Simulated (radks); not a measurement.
Pr XLVI, 14 electrons, occupied as [Ne] 3s2 3p2 (the NIST ground configuration).

Calculated with a radial shooting solver on a logarithmic mesh with Libxc functionals: scalar-relativistic Kohn-Sham, XLYP, spin-polarised, spherical densities, finite nucleus; open shells are filled with parallel spins first (spin-orbit coupling, left out, can overturn this in heavy ions); Fermi nuclear charge, rms radius 4.8919 fm.

Energy parts (hartree):
total: -7312.1917
kinetic: 7865.2865
electron-nucleus: -15898.8171
Hartree: 840.2381
exchange-correlation: -118.8993

Orbitals (lengths in bohr, moments of r in powers of bohr):
\begin{tabular}{lrrr}
orbital & occ. & eigenvalue (hartree) & <1/r> \\ \hline
1s up & 1 & -1647.067 & 64.70 \\
1s down & 1 & -1646.859 & 64.71 \\
2s up & 1 & -352.1016 & 15.15 \\
2s down & 1 & -351.9393 & 15.15 \\
2p up & 3 & -327.2078 & 14.29 \\
2p down & 3 & -326.9844 & 14.29 \\
3s up & 1 & -140.4795 & 6.150 \\
3s down & 1 & -139.7144 & 6.142 \\
3p up & 2 & -132.8301 & 5.874 \\
3p down & 0 & -132.0688 & 5.871 \\
\end{tabular}

The highest occupied level is 3p up at -3614.5 eV. The density falls to 0.001 e/bohr^3 at r = 0.69 bohr.
